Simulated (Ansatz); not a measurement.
Two members of one family (GaN nanocrystals, H-capped) that differ in charge, which shifts all levels, computed with Ansatz in the gas phase. The two geometries come from different levels. Levels of anions in sets without diffuse functions are rough. The structures are stationary points that may keep the symmetry of their start.

First: Ga4N4H14, cut from wurtzite (singlet, charge 0, r2SCAN-D4/def2-SVP geometry).

```xyz
22

Ga   -0.225    1.389   -1.607
N    -0.820   -0.571   -1.705
Ga    2.082   -0.442   -0.168
N     0.982    1.191   -0.059
N     0.714   -1.716    0.671
Ga   -1.120   -1.360    0.068
Ga    0.028    1.342    1.661
N    -1.602    0.216    1.137
H     0.553    1.721   -2.926
H    -1.562    2.131   -1.208
H    -0.079   -1.084   -2.194
H    -1.645   -0.647   -2.304
H     2.180   -0.977   -1.653
H     3.328   -0.381    0.782
H     1.634    1.983   -0.098
H     0.994   -2.684    0.494
H     0.777   -1.594    1.687
H    -2.113   -2.564    0.128
H    -0.466    2.803    1.938
H     0.710    0.457    2.780
H    -2.224    0.826    0.598
H    -2.127   -0.038    1.978
```

```tsv
level	HOMO (eV)	LUMO (eV)	gap (eV)
PBE-D4/def2-TZVP	-6.29	-0.95	5.34
r2SCAN-D4/def2-TZVP	-6.58	-0.52	6.06
PBE0-D4/def2-SVP	-7.48	0.15	7.63
PBE0-D4/def2-TZVP	-7.52	-0.14	7.38
LC-ωPBE/def2-TZVP	-10.21	1.90	12.12
```

Second: Ga5N4H16⁻, cut from zinc blende (singlet, charge -1, PBE-D4/def2-SVP geometry).

```xyz
25

Ga    0.626    0.894   -2.206
Ga   -1.823    1.649   -0.018
Ga   -1.170   -1.541   -0.779
Ga    2.038   -1.368    0.157
Ga   -0.412   -0.619    2.345
N    -1.085    0.385   -1.350
N     1.992    0.451   -0.761
N    -0.692    1.270    1.634
N     0.159   -1.610    0.730
H     0.740    2.482   -2.402
H     0.971   -0.058   -3.437
H    -1.489    3.172   -0.397
H    -3.320    1.270    0.383
H    -0.631   -2.455   -1.978
H    -2.628   -1.838   -0.191
H     2.445   -2.415   -0.975
H     3.019   -1.166    1.411
H    -1.842   -1.106    2.857
H     0.781   -0.480    3.408
H    -1.768    0.417   -2.126
H     2.913    0.555   -1.212
H     1.984    1.193   -0.047
H    -1.145    1.788    2.402
H     0.222    1.733    1.533
H     0.115   -2.602    1.020
```

Problem. What does the change do? Estimate second minus first.

Solution. 
| level | Δ HOMO (eV) | Δ LUMO (eV) | Δ gap (eV) |
| --- | --- | --- | --- |
| PBE-D4/def2-TZVP | 3.78 | 2.98 | -0.80 |
| r2SCAN-D4/def2-TZVP | 3.76 | 2.95 | -0.82 |
| PBE0-D4/def2-SVP | 3.86 | 3.08 | -0.78 |
| PBE0-D4/def2-TZVP | 3.81 | 2.96 | -0.85 |
| LC-ωPBE/def2-TZVP | 3.82 | 2.94 | -0.88 |
